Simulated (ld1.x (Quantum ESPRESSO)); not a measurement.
## An all-electron radial function and its pseudo partner (nickel (Ni))

Columns: radius, all-electron u(r) and pseudo u(r) of the 3p shell (level -71.26 eV) of nickel in the configuration [Ne] 3s2 3p6 3d8 4s2 4p0; LDA (PZ), scalar-relativistic, TM scheme, ld1.x (Quantum ESPRESSO) 7.5.

```csv
r (bohr),all-electron,pseudo
0.053,0.3333,-0.0214
0.105,0.6154,-0.0826
0.158,0.6037,-0.1815
0.210,0.3807,-0.3072
0.262,0.0617,-0.4525
0.315,-0.2773,-0.6101
0.368,-0.5804,-0.7658
0.420,-0.8210,-0.9063
0.473,-1.0025,-1.0277
0.525,-1.1218,-1.1189
0.578,-1.1914,-1.1797
0.630,-1.2184,-1.2077
0.683,-1.2132,-1.2067
0.735,-1.1843,-1.1814
0.788,-1.1376,-1.1367
0.840,-1.0806,-1.0804
0.893,-1.0154,-1.0154
0.945,-0.9479,-0.9479
0.998,-0.8780,-0.8780
1.050,-0.8102,-0.8102
1.102,-0.7444,-0.7444
1.155,-0.6802,-0.6802
1.208,-0.6195,-0.6195
1.260,-0.5637,-0.5637
1.313,-0.5108,-0.5108
1.365,-0.4628,-0.4628
```

How many radial nodes do the two functions have?

The all-electron 3p function has n − l − 1 = 1; the pseudo-wave has 0, since the states of the same l below it are removed with the core.

At about which radius was the pseudo-wave matched?

0.95 bohr. The columns agree to 0.0005 from 0.84 bohr on; several derivatives are matched, so the curves merge somewhat inside the radius.

Is the pseudo-wave norm-conserving?

Yes: the TM scheme keeps the norm inside the radius equal to the all-electron one, which fixes the energy derivative of the logarithmic derivative at the level.
